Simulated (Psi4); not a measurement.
C3H7Si (SMILES C1C[SiH]C1), doublet, at a GFN2-xTB geometry; MP2/def2-TZVPD (Psi4).

Input for Psi4:
```
memory 2 GB

molecule mol {
0 2
C     0.071661   -1.073899    0.751073
C     1.216477   -0.219116    0.177526
Si   -0.071602    0.973631   -0.595019
C    -1.142551   -0.503884   -0.004563
H    -0.031712   -0.902883    1.822844
H     0.213093   -2.143378    0.591315
H     1.825836   -0.774784   -0.532423
H     1.886389    0.189321    0.932373
H    -0.279824    2.236539    0.127518
H    -1.996321   -0.279377    0.632673
H    -1.488544   -1.174876   -0.788255
}

set {
  basis def2-tzvpd
  reference uhf
  freeze_core true
}

energy('mp2')
print_variables()
```

Output, abridged:

```
    SCF Algorithm Type (re)set to DF.

   => Loading Basis Set <=

    Name: DEF2-TZVPD
    Role: ORBITAL
    Keyword: BASIS

         ---------------------------------------------------------
                                   SCF
               by Justin Turney, Rob Parrish, Andy Simmonett
                          and Daniel G. A. Smith
                              UHF Reference
         ---------------------------------------------------------

  ==> Geometry <==

    Molecular point group: c1
    Full point group: C1

    Geometry (in Angstrom), charge = 0, multiplicity = 2:

       Center              X                  Y                   Z               Mass
    ------------   -----------------  -----------------  -----------------  -----------------
         C            0.073438151764    -1.113383905263     0.789795498401    12.000000000000
         C            1.218254151764    -0.258600905263     0.216248498401    12.000000000000
         SI          -0.069824848236     0.934146094737    -0.556296501599    27.976926534650
         C           -1.140773848236    -0.543368905263     0.034159498401    12.000000000000
         H           -0.029934848236    -0.942367905263     1.861566498401     1.007825032230
         H            0.214870151764    -2.182862905263     0.630037498401     1.007825032230
         H            1.827613151764    -0.814268905263    -0.493700501599     1.007825032230
         H            1.888166151764     0.149836094737     0.971095498401     1.007825032230
         H           -0.278046848236     2.197054094737     0.166240498401     1.007825032230
         H           -1.994543848236    -0.318861905263     0.671395498401     1.007825032230
         H           -1.486766848236    -1.214360905263    -0.749532501599     1.007825032230

  Running in c1 symmetry.

  Rotational constants: A =      0.31069  B =      0.21392  C =      0.14107 [cm^-1]
  Rotational constants: A =   9314.21895  B =   6413.19492  C =   4229.14977 [MHz]
  Nuclear repulsion =  158.506995977857770

  Charge       = 0
  Multiplicity = 2
  Electrons    = 39
  Nalpha       = 20
  Nbeta        = 19

  ==> Algorithm <==

  SCF Algorithm Type is DF.
  DIIS enabled.
  MOM disabled.
  Fractional occupation disabled.
  Guess Type is SAD.
  Energy threshold   = 1.00e-08
  Density threshold  = 1.00e-08
  Integral threshold = 1.00e-12

  ==> Primary Basis <==

  Basis Set: DEF2-TZVPD
    Blend: DEF2-TZVPD
    Number of shells: 89
[...]
  @DF-UHF Final Energy:  -406.59792732287065
    Total Energy =                       -406.5979273228706461
[...]
 Magnitude           :                                                    0.1595193

 ------------------------------------------------------------------------------------

  //>>>>>>>>>>>>>>>>>>>>>>>>>>>>>>>>>>>//
  //               DFMP2               //
  //<<<<<<<<<<<<<<<<<<<<<<<<<<<<<<<<<<<//

   => Loading Basis Set <=

    Name: (DEF2-TZVPD AUX)
    Role: RIFIT
    Keyword: DF_BASIS_MP2

	 --------------------------------------------------------
	                          DF-MP2
	      2nd-Order Density-Fitted Moller-Plesset Theory

	        Rob Parrish, Justin Turney, Andy Simmonett,
	           Ed Hohenstein, and C. David Sherrill
	 --------------------------------------------------------

	 --------------------------------------------------------
	                 NBF =   217, NAUX =   573
	 --------------------------------------------------------
	   CLASS    FOCC     OCC    AOCC    AVIR     VIR    FVIR
	   ALPHA       8      20      12     197     197       0
	    BETA       8      19      11     198     198       0
	 --------------------------------------------------------

	-----------------------------------------------------------
	 ==================> DF-MP2 Energies <====================
	-----------------------------------------------------------
	 Reference Energy          =    -406.5979273228706461 [Eh]
	 Singles Energy            =      -0.0000000000000000 [Eh]
	 Same-Spin Energy          =      -0.1353667772786488 [Eh]
	 Opposite-Spin Energy      =      -0.4645396792110375 [Eh]
	 Correlation Energy        =      -0.5999064564896863 [Eh]
	 Total Energy              =    -407.1978337793603373 [Eh]
	-----------------------------------------------------------
	 ================> DF-SCS-MP2 Energies <==================
	-----------------------------------------------------------
	 SCS Same-Spin Scale       =       0.3333333333333333 [-]
	 SCS Opposite-Spin Scale   =       1.2000000000000000 [-]
	 SCS Same-Spin Energy      =      -0.0451222590928829 [Eh]
	 SCS Opposite-Spin Energy  =      -0.5574476150532450 [Eh]
	 SCS Correlation Energy    =      -0.6025698741461279 [Eh]
	 SCS Total Energy          =    -407.2004971970167730 [Eh]
	-----------------------------------------------------------

  Variable Map:
  ----------------------------------------------------------------------------
[...]
  Array Variable Map:
  ----------------------------------------------------------------------------
[...]
[...]
```
